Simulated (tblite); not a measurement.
Species: C7H11OP.
Atom-mapped SMILES: `[CH2:1]=[CH:2][C:3]1=[CH:4][P@@:5]([CH3:6])(=[O:7])[CH2:8][CH2:9]1` (hydrogens: H10, H11 on C1; H12 on C2; H13 on C4; H14, H15, H16 on C6; H17, H18 on C8; H19, H20 on C9)

Structure optimised with GFN2-xTB, isolated species.

**Question.** List the bond lengths, angles and torsions at this level.

**Answer.** 
```
                  bond  length (Å)
                 C1=C2       1.329
                 C2–C3       1.450
                 C3=C4       1.339
                 C4–P5       1.806
                 P5–C6       1.836
                 P5=O7       1.468
                 P5–C8       1.843
                 C8–C9       1.528
                 C3–C9       1.510
                C1–H10       1.076
                C1–H11       1.077
                C2–H12       1.083
                C4–H13       1.078
C6–H14, C6–H15, C6–H16       1.088
                C8–H17       1.093
                C8–H18       1.089
                C9–H19       1.092
                C9–H20       1.094
```

Bonds in one row agree within 0.01 Å and their mean is given. A selection of angles:
```
     angle  degrees
 C2–C1–H10    121.3
 C2–C1–H11    122.5
H10–C1–H11    116.1
  C1–C2–C3    125.5
 C1–C2–H12    119.7
 C3–C2–H12    114.9
  C2–C3–C4    123.1
  C2–C3–C9    120.9
  C4–C3–C9    116.0
  C3–C4–P5    112.0
 C3–C4–H13    124.7
 P5–C4–H13    123.4
  C4–P5–C6    106.2
  C4–P5–O7    118.6
  C4–P5–C8     92.0
  C6–P5–O7    113.2
  C6–P5–C8    107.2
  O7–P5–C8    117.2
 P5–C6–H14    112.0
 P5–C6–H15    107.7
H14–C6–H15    110.0
  P5–C8–C9    105.8
 P5–C8–H17    105.9
 P5–C8–H18    112.8
 C9–C8–H17    111.0
 C9–C8–H18    113.0
H17–C8–H18    108.1
 C8–C9–H19    111.1
 C8–C9–H20    110.6
  C3–C9–C8    108.6
 C3–C9–H19    110.4
 C3–C9–H20    108.5
H19–C9–H20    107.5
```

Dihedral angles: C1–C2–C3–C4 173° (antiperiplanar); C2–C3–C4–P5 -179° (antiperiplanar); C3–C4–P5–C6 96° (anticlinal); C4–P5–C8–C9 20° (synperiplanar); P5–C8–C9–C3 -24° (synperiplanar); C2–C3–C9–C8 -165° (antiperiplanar).

P5 (phosphoryl phosphorus) has angles from 92.0° to 118.6°. The 5-membered ring C3–C4–P5–C8–C9 has internal angles of 92.0° to 116.0° (sum 534°, against 540° for a flat polygon); it is puckered, 0.11 Å rms from its mean plane, widest ring torsion 24°. The C–C distances run from 1.329 Å (C1=C2, drawn double) to 1.528 Å (C8–C9, drawn single), a spread of 0.199 Å. The C–P distances run from 1.806 Å (C4–P5, drawn single) to 1.843 Å (P5–C8, drawn single), a spread of 0.037 Å. Of the pairs four or more bonds apart, C9···H11 is among the closest relative to their van der Waals radii: 2.71 Å, 94 % of the sum of Bondi's values.

Point group: C1 (no symmetry element, even within 0.4 Å). Its GFN2-xTB frequencies are all real (lowest 64 cm⁻¹). The numbers are those of one conformer.

The numbers are calculated, not measured.
